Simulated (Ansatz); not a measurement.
`N=C([SiH3])S[SiH3]`, relaxed with RKS PBE0-D4/def2-TZVP in Ansatz 0.2.0 from a PBE-D4/def2-SVP geometry. The force threshold is 0.005 eV/Å; the program also tests the step.

The species carries charge 0 and has multiplicity 1.

Start:

```xyz
12

N    -1.720   -0.108   -1.941
C    -0.851   -0.127   -1.001
Si    0.324    1.375   -0.864
S    -0.666   -1.585    0.082
Si    0.610   -1.018    1.746
H    -2.296   -0.972   -1.970
H     1.695    0.965   -1.322
H     0.418    1.813    0.574
H    -0.214    2.485   -1.713
H     0.783   -2.314    2.486
H    -0.030    0.002    2.643
H     1.948   -0.515    1.280
```

(1) By how much does the energy fall, and how many steps does the optimiser take? (Estimate.)

(2) Which bonds change most? (An estimate is asked.)

(3) Give the relaxed structure. (Estimate.)

Results:

(1) Computed: 5.28 kJ/mol, in 11 steps.

(2) Ansatz gave: C2–S4 from 1.826 to 1.794 Å; S4–Si5 from 2.172 to 2.145 Å; Si5–H12 from 1.503 to 1.484 Å; Si5–H11 from 1.502 to 1.483 Å.

(3) The calculation gave: 
```xyz
12

N    -1.718   -0.096   -1.879
C    -0.827   -0.132   -0.981
Si    0.336    1.357   -0.858
S    -0.622   -1.584    0.052
Si    0.600   -1.009    1.717
H    -2.297   -0.939   -1.908
H     1.695    0.941   -1.286
H     0.405    1.805    0.558
H    -0.192    2.436   -1.721
H     0.792   -2.290    2.439
H    -0.080   -0.023    2.592
H     1.908   -0.467    1.274
```
